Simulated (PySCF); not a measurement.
Compound: C₃H₁₀OSi₃.
Geometry (PBE0-D3(BJ)/def2-SVP, Å), atoms numbered from 1 in this order:
```xyz
17
C3H10OSi3 angstrom
C      0.120    2.728   -0.424
C     -0.089    1.733    0.247
Si    -0.356    0.174    1.190
O     -1.906   -0.373    0.937
Si    -3.185   -0.173   -0.105
Si     1.212   -1.375    0.395
C      2.944   -0.635    0.452
H      0.297    3.614   -1.009
H     -0.194    0.484    2.640
H     -3.883    1.119    0.164
H     -2.714   -0.188   -1.523
H     -4.132   -1.303    0.113
H      0.829   -1.716   -1.012
H      1.140   -2.633    1.205
H      3.682   -1.333    0.028
H      2.979    0.301   -0.125
H      3.241   -0.411    1.488
```

Linear response at PBE0/def2-SVPD (PySCF, frozen core in the response, non-relativistic). Isolated species at its PBE0-D3(BJ)/def2-SVP geometry (one conformer only).

Static isotropic polarisability: 119.83 au (17.76 Å³), principal values 101.2, 126.8, 131.5 au.

(1) What is the polarisability at 1064 nm and at the sodium D line?

(2) What is the isotropic C6 coefficient between two such molecules, C6 = (3/π)∫α(iω)² dω?

(3) Which effective excitation energy ω̄ makes London's formula C6 = (3/4)α²ω̄ exact here?

(4) What does −C6/R⁶ come to at R = 12 Å between centres?

(5) What n − 1 at the D line would an ideal gas of it have at 273.15 K and 1 atm (2.6868 × 10¹⁹ cm⁻³), by n − 1 = 2π·N·α′?

(6) What three-body coefficient follows from the one-pole estimate C9 = (3/4)·α·C6?

(7) The lowest 6 singlets have (eV, f): 5.27, 0.008; 5.96, 0.022; 6.10, 0.010; 6.34, 0.008; 6.65, 0.147; 6.88, 0.015. What share of the static polarisability do they carry in the sum over states α = Σ f/ω²?

(8) How anisotropic is the static polarisability, by Δα² = ½[(α1 − α2)² + (α2 − α3)² + (α3 − α1)²]?

Results:

(1) 121.16 au at 1064 nm (+1.1 %), 124.32 au at 589.3 nm (+3.7 %). The rise at 589.3 nm is 3.38 times that at 1064 nm; a pure ω² law gives 3.26. The lowest singlet lies at 235 nm, shorter than both wavelengths.

(2) 4953 au (Eh·bohr⁶) by a ten-point quadrature over imaginary frequencies, which is 2960 eV·Å⁶ or 286 J·nm⁶/mol.

(3) ω̄ = 4·C6/(3α²) = 0.460 Eh = 12.5 eV. A one-pole form α(ω) = α/(1 − ω²/ω̄²) fitted to the 1064 nm value gives 11.1 eV.

(4) -96 J/mol. This is the leading, orientation-averaged term; C8 and higher terms are left out.

(5) 31.10 × 10⁻⁴, a formal value whether or not that pressure can be reached.

(6) 445000 au. This is an estimate from the two numbers above, not a computed integral.

(7) 3.70 au, 3.1 % of α; the largest term, 2.45 au, is that of the state at 6.65 eV. Their oscillator strengths add up to 0.21. Higher states carry the rest.

(8) Δα = 28.3 au, or 0.24 of the isotropic value.
